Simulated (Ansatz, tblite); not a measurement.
Cost and result up the ladder for CdMe(OH) (CH4CdO) (7 atoms). The state is a singlet with charge 0. Geometry: r2SCAN-D4/def2-TZVP.

| atom | x (Å) | y (Å) | z (Å) |
| --- | --- | --- | --- |
| Cd1 | 0.5671 | 0.4303 | -0.1502 |
| C2 | -1.1442 | -0.6194 | 0.4053 |
| H3 | -0.9593 | -1.6921 | 0.3407 |
| H4 | -1.9716 | -0.3594 | -0.2555 |
| H5 | -1.4125 | -0.3658 | 1.4315 |
| O6 | 2.1446 | 1.5319 | -0.6034 |
| H7 | 2.7759 | 1.0745 | -1.1684 |

Ansatz on 4 threads of AMD EPYC 7R43 on a shared host; xTB runs through tblite on one thread. Times are rough, summed over both states, and most runs start from the orbitals of an earlier one. PBE0-D4/def2-TZVP serves as the yardstick here, not as an exact answer. The other state is a triplet.

In the def2 sets Cd takes a core potential; there is no spin–orbit coupling. The xTB rows come from tblite. HOMO above LUMO, or a gap near zero within one spin, warns that the state may not be the lowest or that an electron is smeared out.

xTB has no spin-polarisation term.

```tsv
level	functions	wall time	vertical triplet (eV)	difference from PBE0-D4/def2-TZVP (eV)	remarks
GFN2-xTB	16	0.005 s	4.81	-0.34	–
GFN1-xTB	20	0.009 s	4.88	-0.26	–
PBE-D4/def2-TZVP	126	2.7 s	4.91	-0.24	gap within one spin near zero (triplet)
PBE0-D4/def2-TZVP	126	6.1 s	5.14	0.00	–
r2SCAN-D4/def2-TZVP (with forces)	126	8.3 s	4.97	-0.18	–
```
